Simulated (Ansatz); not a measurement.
Steps of a relaxation of C$_{2}$H$_{10}$InP, SMILES `[CH3][InH-]([CH3])[PH3+]` with RKS PBE-D4/def2-SVP.

```sh
$ ansatz run in.yaml --threads 4 --pin off --events-out ev --progress --plain --max-ram 11315MiB
```

```yaml
crystal:
  periodic: [false, false, false]
  atoms:
    - {symbol: C, position_ang: [-0.978700, 1.551700, -0.926200]}
    - {symbol: In, position_ang: [-0.186300, 0.226000, 0.549300]}
    - {symbol: C, position_ang: [1.968800, 0.396600, 0.515400]}
    - {symbol: P, position_ang: [-0.757100, -2.088100, -0.020800]}
    - {symbol: H, position_ang: [-0.203800, 2.139700, -1.458700]}
    - {symbol: H, position_ang: [-1.703600, 2.333600, -0.436300]}
    - {symbol: H, position_ang: [-1.571700, 1.016900, -1.686100]}
    - {symbol: H, position_ang: [-0.770900, 0.669900, 2.184700]}
    - {symbol: H, position_ang: [2.362300, 0.718300, 1.576100]}
    - {symbol: H, position_ang: [2.308700, 1.155300, -0.196600]}
    - {symbol: H, position_ang: [2.432600, -0.586900, 0.283600]}
    - {symbol: H, position_ang: [-1.547400, -2.645600, 1.064100]}
    - {symbol: H, position_ang: [0.280400, -2.837600, -0.254400]}
    - {symbol: H, position_ang: [-1.646200, -2.079000, -1.165300]}
basis:
  gaussian: {orbitals: def2-SVP}
hamiltonian: {xc: pbe, dispersion: d4}
relax: {f_tol: 0.03, max_steps: 200}
```

Positions (Å) and forces (eV/Å) along the path, 11 of 26 steps:

```xyz
14
step=1 energy=-16685.3502 eV
C    -0.979    1.552   -0.926   -1.615    1.533    0.065
In   -0.186    0.226    0.549    0.567    2.239    1.370
C     1.969    0.397    0.515    1.011   -0.256    1.975
P    -0.757   -2.088   -0.021   -3.730    1.879    0.805
H    -0.204    2.140   -1.459    0.125   -0.140    0.072
H    -1.704    2.334   -0.436    1.020   -1.175   -0.654
H    -1.572    1.017   -1.686   -0.196   -0.004   -0.295
H    -0.771    0.670    2.185   -0.139   -0.468   -0.190
H     2.362    0.718    1.576   -0.606   -0.529   -1.573
H     2.309    1.155   -0.197    0.094    0.198   -0.390
H     2.433   -0.587    0.284    0.254    0.178   -0.054
H    -1.547   -2.646    1.064    0.405   -0.331   -0.706
H     0.280   -2.838   -0.254    2.403   -2.538   -0.759
H    -1.646   -2.079   -1.165    0.406   -0.587    0.334
14
step=4 energy=-16686.5735 eV
C    -1.081    1.662   -0.975    0.058    0.072    0.034
In   -0.056    0.688    0.724   -0.035   -0.034   -0.042
C     2.134    0.441    0.601   -0.005    0.082    0.004
P    -0.821   -2.020    0.008    0.071   -0.051    0.002
H    -0.340    2.219   -1.587   -0.056   -0.050    0.032
H    -1.837    2.379   -0.597    0.000   -0.034   -0.043
H    -1.593    0.929   -1.634    0.025    0.017    0.063
H    -0.887    0.537    2.280    0.053    0.028   -0.074
H     2.598    0.686    1.578    0.011   -0.042   -0.023
H     2.545    1.130   -0.167   -0.028   -0.046    0.030
H     2.421   -0.594    0.325   -0.035    0.022    0.029
H    -1.584   -2.820    0.922    0.021    0.002   -0.026
H     0.150   -3.031   -0.317   -0.082    0.052    0.018
H    -1.662   -2.237   -1.131    0.003   -0.018   -0.003
14
step=6 energy=-16686.5782 eV
C    -1.091    1.676   -0.968    0.011   -0.007    0.005
In   -0.056    0.711    0.721    0.017    0.013   -0.026
C     2.125    0.434    0.611   -0.008    0.003   -0.010
P    -0.797   -2.013   -0.006   -0.004   -0.005   -0.002
H    -0.364    2.203   -1.617    0.003   -0.006    0.004
H    -1.838    2.407   -0.602   -0.009    0.002    0.002
H    -1.620    0.922   -1.584   -0.010    0.006   -0.002
H    -0.876    0.568    2.273   -0.005   -0.001    0.008
H     2.601    0.680    1.580    0.005   -0.003    0.008
H     2.558    1.084   -0.175   -0.007   -0.005    0.002
H     2.374   -0.618    0.363    0.006   -0.001    0.008
H    -1.556   -2.816    0.906   -0.001   -0.005    0.004
H     0.167   -3.024   -0.330    0.005    0.008    0.002
H    -1.639   -2.243   -1.144   -0.002    0.000   -0.004
14
step=8 energy=-16686.5789 eV
C    -1.103    1.680   -0.962   -0.089    0.033   -0.079
In   -0.056    0.714    0.711   -0.022   -0.031    0.032
C     2.122    0.424    0.621    0.084   -0.051    0.019
P    -0.789   -2.008   -0.025   -0.031    0.019    0.008
H    -0.375    2.144   -1.661   -0.054   -0.015    0.035
H    -1.790    2.466   -0.581    0.070   -0.058   -0.050
H    -1.712    0.945   -1.534    0.065    0.073    0.069
H    -0.876    0.572    2.266    0.003   -0.001   -0.006
H     2.592    0.739    1.577   -0.023   -0.013   -0.080
H     2.561    1.015   -0.209   -0.010   -0.025    0.043
H     2.374   -0.646    0.455   -0.026    0.094    0.016
H    -1.535   -2.827    0.884    0.003   -0.001   -0.005
H     0.196   -2.998   -0.346    0.023   -0.023   -0.009
H    -1.622   -2.250   -1.166    0.006   -0.001    0.006
14
step=9 energy=-16686.5799 eV
C    -1.102    1.683   -0.961   -0.053    0.011   -0.053
In   -0.059    0.713    0.715   -0.007   -0.009    0.012
C     2.121    0.425    0.622    0.049   -0.038    0.004
P    -0.787   -2.009   -0.027   -0.019    0.009    0.003
H    -0.376    2.134   -1.667   -0.030   -0.011    0.027
H    -1.778    2.478   -0.583    0.041   -0.031   -0.027
H    -1.721    0.950   -1.522    0.036    0.046    0.042
H    -0.879    0.569    2.268   -0.001   -0.004   -0.003
H     2.593    0.750    1.571   -0.011   -0.004   -0.044
H     2.557    1.006   -0.216   -0.011   -0.015    0.029
H     2.371   -0.646    0.467   -0.015    0.057    0.012
H    -1.533   -2.832    0.880    0.001   -0.002   -0.001
H     0.199   -2.998   -0.349    0.016   -0.011   -0.005
H    -1.619   -2.252   -1.169    0.003    0.001    0.003
14
step=13 energy=-16686.5862 eV
C    -1.104    1.695   -0.941   -0.029    0.076   -0.038
In   -0.084    0.694    0.733   -0.012    0.000    0.016
C     2.098    0.422    0.636    0.074    0.036    0.014
P    -0.768   -2.017   -0.062    0.019   -0.007   -0.002
H    -0.372    1.961   -1.732   -0.079   -0.028    0.039
H    -1.597    2.628   -0.587    0.054   -0.108   -0.037
H    -1.887    1.043   -1.383    0.059    0.060    0.034
H    -0.918    0.516    2.275    0.001   -0.001    0.000
H     2.590    0.932    1.493   -0.052   -0.051   -0.078
H     2.494    0.854   -0.306   -0.006   -0.050    0.058
H     2.370   -0.654    0.678   -0.011    0.070    0.002
H    -1.492   -2.872    0.832    0.006    0.000   -0.013
H     0.250   -2.971   -0.398   -0.027    0.014    0.002
H    -1.592   -2.260   -1.210    0.003   -0.010    0.003
14
step=14 energy=-16686.5878 eV
C    -1.107    1.698   -0.934   -0.084    0.077   -0.091
In   -0.087    0.693    0.737    0.005    0.010   -0.009
C     2.096    0.424    0.645    0.128   -0.012    0.013
P    -0.760   -2.017   -0.082    0.006   -0.013    0.003
H    -0.393    1.903   -1.763   -0.124   -0.033    0.107
H    -1.538    2.666   -0.588    0.072   -0.165   -0.070
H    -1.943    1.073   -1.326    0.132    0.119    0.059
H    -0.921    0.512    2.278   -0.001   -0.008   -0.003
H     2.585    0.992    1.468   -0.065   -0.087   -0.124
H     2.493    0.792   -0.327   -0.039   -0.063    0.128
H     2.370   -0.649    0.761   -0.025    0.159   -0.009
H    -1.479   -2.878    0.810    0.003    0.000   -0.005
H     0.258   -2.970   -0.422   -0.007    0.012    0.003
H    -1.585   -2.267   -1.228   -0.001    0.004   -0.002
14
step=20 energy=-16686.6002 eV
C    -1.128    1.696   -0.914   -0.032    0.031   -0.053
In   -0.092    0.688    0.743   -0.005   -0.009    0.011
C     2.090    0.419    0.675    0.063   -0.008    0.000
P    -0.736   -2.010   -0.129    0.000    0.002   -0.003
H    -0.499    1.709   -1.829   -0.057    0.001    0.065
H    -1.353    2.746   -0.628    0.019   -0.083   -0.032
H    -2.091    1.192   -1.144    0.072    0.053    0.017
H    -0.932    0.478    2.278   -0.001    0.001   -0.001
H     2.578    1.160    1.345   -0.030   -0.054   -0.055
H     2.478    0.565   -0.354   -0.019   -0.016    0.073
H     2.375   -0.596    1.028   -0.012    0.080   -0.020
H    -1.444   -2.906    0.736    0.000   -0.002    0.001
H     0.295   -2.936   -0.495    0.003    0.001   -0.001
H    -1.555   -2.235   -1.283    0.000    0.002   -0.001
14
step=21 energy=-16686.6013 eV
C    -1.131    1.693   -0.907   -0.055    0.041   -0.064
In   -0.096    0.683    0.749   -0.003    0.003    0.004
C     2.086    0.417    0.682    0.104   -0.022    0.011
P    -0.728   -2.007   -0.144   -0.004   -0.006    0.006
H    -0.525    1.658   -1.838   -0.068    0.010    0.084
H    -1.305    2.760   -0.641    0.020   -0.113   -0.041
H    -2.122    1.226   -1.102    0.109    0.064    0.019
H    -0.937    0.476    2.284   -0.002   -0.006    0.000
H     2.575    1.197    1.309   -0.049   -0.093   -0.084
H     2.468    0.510   -0.357   -0.028   -0.014    0.117
H     2.378   -0.577    1.089   -0.026    0.132   -0.048
H    -1.433   -2.908    0.718    0.002   -0.003   -0.004
H     0.305   -2.929   -0.514    0.002    0.004    0.000
H    -1.548   -2.229   -1.299    0.000    0.005    0.001
14
step=25 energy=-16686.6068 eV
C    -1.133    1.694   -0.888   -0.022    0.018   -0.020
In   -0.112    0.670    0.769   -0.004   -0.003    0.009
C     2.071    0.418    0.699    0.042   -0.005    0.010
P    -0.721   -2.011   -0.161    0.004   -0.007   -0.009
H    -0.605    1.525   -1.849   -0.015    0.005    0.025
H    -1.150    2.786   -0.692    0.006   -0.037   -0.007
H    -2.183    1.351   -0.986    0.032    0.010    0.002
H    -0.960    0.441    2.296    0.002    0.006    0.001
H     2.559    1.303    1.160   -0.021   -0.035   -0.025
H     2.431    0.332   -0.347   -0.012    0.003    0.038
H     2.391   -0.479    1.268   -0.013    0.035   -0.023
H    -1.406   -2.969    0.657    0.006    0.010   -0.002
H     0.337   -2.889   -0.569   -0.007    0.003   -0.001
H    -1.532   -2.200   -1.328    0.003   -0.002    0.003
14
step=26 energy=-16686.6072 eV
C    -1.133    1.692   -0.887    0.002    0.001    0.001
In   -0.115    0.670    0.774   -0.001   -0.001   -0.002
C     2.068    0.416    0.702    0.000    0.002    0.000
P    -0.717   -2.008   -0.168    0.001    0.005    0.000
H    -0.609    1.512   -1.847   -0.001   -0.001    0.001
H    -1.137    2.785   -0.697    0.001   -0.001   -0.001
H    -2.185    1.359   -0.979    0.000    0.000    0.001
H    -0.963    0.445    2.300    0.000    0.001    0.001
H     2.557    1.307    1.147   -0.001   -0.001   -0.002
H     2.423    0.315   -0.342   -0.001   -0.002    0.001
H     2.390   -0.472    1.282    0.000    0.000    0.001
H    -1.394   -2.966    0.656    0.000   -0.002    0.001
H     0.339   -2.884   -0.584    0.002   -0.001   -0.002
H    -1.537   -2.199   -1.328   -0.002    0.000   -0.001
```

Run time 59 s (4 threads of an Arm Neoverse N1 on a shared host); peak host memory 0.18 GiB.
